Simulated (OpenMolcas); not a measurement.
# 4d3 along the 39-electron sequence

```json
{"Program": "OpenMolcas", "Method": "SS-RASPT2, IPEA 0.25 Eh, imaginary shift 0.1 Eh", "Basis": "ANO-RCC-VTZP", "Scalar Hamiltonian": "DKH2, point nucleus", "Spin-orbit coupling": "state interaction with AMFI integrals over the reference wave functions, term energies averaged over their components"}
```

Active space for each ion: 9 electrons in 8 orbitals (RAS1 4p, at most 2 holes; RAS2 4d); closed shells correlated by CASPT2: 4s.

Computed levels in cm-1 above 4F 3/2:

| Level | Tc4+ | Ru5+ | Rh6+ | Pd7+ |
| --- | --- | --- | --- | --- |
| 4F 5/2 | 1111 | 1481 | 1940 | 2560 |
| 4F 7/2 | 2480 | 3260 | 4210 | 5450 |
| 4F 9/2 | 3990 | 5180 | 6600 | 8380 |
| 4P 3/2 | 12060 | 13510 | 14960 | 16350 |
| 4P 1/2 | 12120 | 13650 | 15250 | 16870 |
| 4P 5/2 | 13870 | 15920 | 18160 | 20610 |
| 2G 7/2 | 14080 | 16120 | 18250 | 20520 |
| 2G 9/2 | 14940 | 17110 | 19340 | 21680 |
| 2P 1/2 | 17500 | 20380 | 23250 | 26310 |
| weight of 4F in the lowest level (%) | 98 | 98 | 97 | 96 |

Mixed levels, with the weight of the term that names them: Ru5+ 2G 9/2 (71 %), Rh6+ 2G 9/2 (64 %), Pd7+ 4P 3/2 (72 %), Pd7+ 2G 9/2 (57 %).

The fine-structure level 4F 9/2 changes by a factor of 2.1 from Tc4+ to Pd7+. Its fourth root runs 7.95, 8.48, 9.01, 9.57, with steps per unit of Z of 0.54, 0.53, 0.55; equal steps would mean a (Z - σ)^4 law with constant σ.

4P 3/2 changes by a factor of 1.36 over the same range, with steps per unit of Z of +1450, +1450, +1390 cm-1.

Term energies are means over components that CASPT2 splits; among the terms shown or strongly mixed into the levels shown the widest spread is 340 cm-1 (4d3 4F, Pd7+). Active for correlation alone: 4p; no level in the range computed is led by a configuration that opens it, so any true level of that kind is missing. Only configurations of the active space appear.
